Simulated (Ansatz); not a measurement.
A nudged elastic band was laid between two geometries of FH₄NOSi (8 atoms, charge 0, multiplicity 1).

Theory: RKS PBE0-D4/def2-SVP (Ansatz).

```yaml
movable_images: 5
climbing_image: yes
spring: 5.0 eV/Å²
optimiser: quadratic models (default)
start_path: through a guess of the saddle point
force_threshold: 0.05 eV/Å
iteration_limit: 60
end_points: relaxed
```

Initial state:

```xyz
8
Properties=species:S:1:pos:R:3
Si 0.095 0.032 0.239
H -0.412 -0.135 1.620
O 1.734 0.184 0.099
H 2.223 -0.640 0.014
N -0.599 1.418 -0.443
H -1.520 1.745 -0.183
H -0.258 1.833 -1.302
F -0.275 -1.366 -0.518
```

Final state:

```xyz
8
Properties=species:S:1:pos:R:3
Si -0.860 0.077 0.346
H 1.508 -0.419 1.713
O 1.419 0.021 0.857
H 1.560 -0.679 0.201
N -0.821 1.412 -0.738
H -0.359 1.416 -1.644
H -1.197 2.318 -0.487
F -0.262 -1.076 -0.722
```

Problem. What changes between the two ends?

Solution. Bonds broken: Si1–H2, Si1–O3. Bonds formed: H2–O3. FH4NOSi becomes FH2NSi + H2O.

Problem. What energy profile does the band end with?

Solution. It converged. The highest image is number 4 of 0 to 6, 76.2 kcal/mol above the first end and 28.2 kcal/mol above the last; the last end lies 48.0 kcal/mol above the first. Neighbouring images differ by up to 3.0 eV, so the band resolves the path poorly. A vibrational analysis at the climbing image gives one clearly imaginary mode, 1454i cm⁻¹: a first-order saddle point. The orbitals stay closed-shell, which can raise the energy where a bond breaks towards radicals; this wasn't checked here.

```
image  path coordinate (Å)  energy (kcal/mol)  Si1–H2 (Å)  Si1–O3 (Å)  H2–O3 (Å)
    0                 0.00                0.0        1.48        1.65       2.65
    1                 0.98                1.0        1.48        1.65       2.59
    2                 1.96                1.4        1.49        1.65       2.55
    3                 2.93                7.5        1.47        1.66       2.32
    4                 3.91               76.2        1.61        1.89       1.31
    5                 4.58               51.2        2.29        2.25       0.97
    6                 5.26               48.0        2.78        2.34       0.97
```

Problem. What is the geometry of the highest image?

Solution. 
```xyz
8
Properties=species:S:1:pos:R:3
Si -0.254 0.150 0.421
H 0.968 0.005 1.465
O 1.631 -0.024 0.340
H 1.889 -0.942 0.149
N -0.795 1.414 -0.583
H -0.910 1.319 -1.587
H -0.945 2.355 -0.245
F -0.597 -1.207 -0.434
```

The band took 17 iterations and roughly 4 core-minutes.

Run time: 3.6 min on 1 thread of Arm Neoverse V1, on a shared host, peak memory 0.15 GiB.
